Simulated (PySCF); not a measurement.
## Spin-Hamiltonian simulation

Molecule: 2-amino-1-fluorobenzene, C$_{6}$H$_{6}$FN.

Geometry:
```
atom   x (Å)   y (Å)   z (Å)
  N1  -2.406  -0.086   0.095
  C2  -1.030  -0.067   0.083
  C3  -0.238  -1.143   0.511
  C4   1.152  -1.089   0.429
  C5   1.793   0.038  -0.082
  C6   1.025   1.123  -0.510
  C7  -0.353   1.055  -0.423
  F8  -1.105   2.096  -0.819
  H9  -2.858   0.816   0.025
 H10  -2.845  -0.723   0.745
 H11  -0.731  -2.034   0.909
 H12   1.739  -1.944   0.771
 H13   2.882   0.079  -0.146
 H14   1.480   2.031  -0.911
```

PySCF 2.14.0 with density-fitted response routines calculation with J: B3LYP/pcJ-1 (spin–dipole term only in couplings to heteroatoms), structure optimised with PBE0-D3(BJ)/def2-SVP and NMR shieldings at PBE0/pcSseg-1/GIAO; relativity neglected, rapidly exchanging positions averaged, gas phase, one conformer.

References, each an isolated molecule treated in the same way: $^{1}$H (σ = 31.27 ppm) vs TMS.

The 5-spin Hamiltonian (Zeeman plus full scalar coupling among like nuclei) was diagonalised exactly; lines are Lorentzian, 0.7 Hz wide, and the maxima above 3 % are listed with the tallest set to 100.

Peak list at 400 MHz for the spins F8/H11/H12/H13/H14:
```tsv
Hz	ppm	height
2831.2	7.078	33
2830.1	7.075	38
2827.7	7.069	3
2824.2	7.061	5
2821.9	7.055	39
2821.0	7.053	47
2819.4	7.049	32
2818.4	7.046	52
2817.8	7.045	40
2816.7	7.042	35
2815.7	7.039	23
2813.0	7.032	5
2809.2	7.023	100
2808.2	7.021	69
2800.8	7.002	29
2799.8	6.999	45
2798.8	6.997	25
2679.4	6.698	13
2678.2	6.695	40
2677.1	6.693	54
2675.9	6.690	38
2675.0	6.687	24
2673.7	6.684	30
2670.8	6.677	22
2669.8	6.675	47
2668.5	6.671	93
2667.2	6.668	76
2666.0	6.665	46
2665.5	6.664	37
2664.6	6.661	20
2661.9	6.655	23
2660.6	6.651	24
2659.9	6.650	36
2658.6	6.647	36
2657.5	6.644	31
2656.2	6.641	13
```

**Question.** Extract the chemical shifts and coupling constants behind this pattern (give the signs of the calculation).

**Answer.** 
Shifts (ppm): F8 -147.4, H11 6.67, H12 7.02, H13 6.67, H14 7.05.
Couplings (Hz): F8–H11: 8.7; F8–H12: -1.1; F8–H13: 4.3; F8–H14: 11.8; H11–H12: 8.7; H11–H13: 1.2; H11–H14: 0.2; H12–H13: 8.3; H12–H14: 1.0; H13–H14: 9.0.
These are the parameters used. A line list fixes at most the relative signs, and those only where coupling is strong; other parameter sets or atom labellings may fit too, and couplings well below the line width leave little trace.

OH/NH shifts are gas-phase values; hydrogen bonding in solution moves them, usually downfield. Unscaled 3J(H,H) at this level run about 10 % above measured values.
